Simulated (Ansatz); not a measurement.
Reading a saddle point

A first-order saddle point of BHCl₃F, singlet, PBE0-D4/def2-TZVP, with one imaginary mode of 863i cm⁻¹:

```
6
angstrom
B -0.0814 -0.4040 0.1426
F -0.9862 0.7576 -0.3107
Cl -0.1679 -1.7398 -0.9985
Cl -0.2768 -0.7074 1.8641
H 0.0228 1.2902 -0.4644
Cl 1.4894 0.8034 -0.2330
```

Ansatz 0.2.0; basis: def2-TZVPP and def2-QZVPP; cores frozen in the correlated methods. Extrapolation: Hartree–Fock as exp(−7.88 √X), correlation as X^−2.97.

Task: Which contacts change along the imaginary mode, and what lies on either side? (Judge from chemistry; the calculation decides.)

Result: By the calculation: The step is BCl₂F ([F][B]([Cl])[Cl]) + HCl → BCl₃ ([Cl][B]([Cl])[Cl]) + HF, with the molecules in contact on both sides. Shortening one way: B1–Cl6, F2–H5; lengthening the same way: B1–F2, H5–Cl6.
| pair | one side (Å) | saddle (Å) | other side (Å) |
| --- | --- | --- | --- |
| B1–Cl6 | 3.36 | 2.02 | 1.75 |
| F2–H5 | 2.86 | 1.15 | 0.92 |
| B1–F2 | 1.31 | 1.54 | 3.03 |
| H5–Cl6 | 1.28 | 1.56 | 2.61 |

Task: Which side is lower, and how far does the saddle lie above each? (An estimate is asked for; the value comes from the calculation.)

Result: Computed: The side with B1–F2, H5–Cl6 short is lower by 0.566 eV; the saddle lies 1.446 eV above it and 0.881 eV above the other (CCSD(T) at an estimated basis limit (MP2 extrapolated from triple and quadruple zeta, plus CCSD(T) − MP2 in triple zeta); electronic energies).

The T1 diagnostic stays at or below 0.011.

Labels in which every atom is bracketed show which atoms are joined, not bond orders.

For scale, one of the runs: CCSD(T)/def2-TZVPP, 202 basis functions, launched by `ansatz run in.yaml --threads 4 --pin off --events-out ev --progress --plain --max-ram 9574MiB`. The run took 2.2 min on 4 CPU threads of an Intel Xeon (shared host), with 2.4 GiB of host memory at its peak.
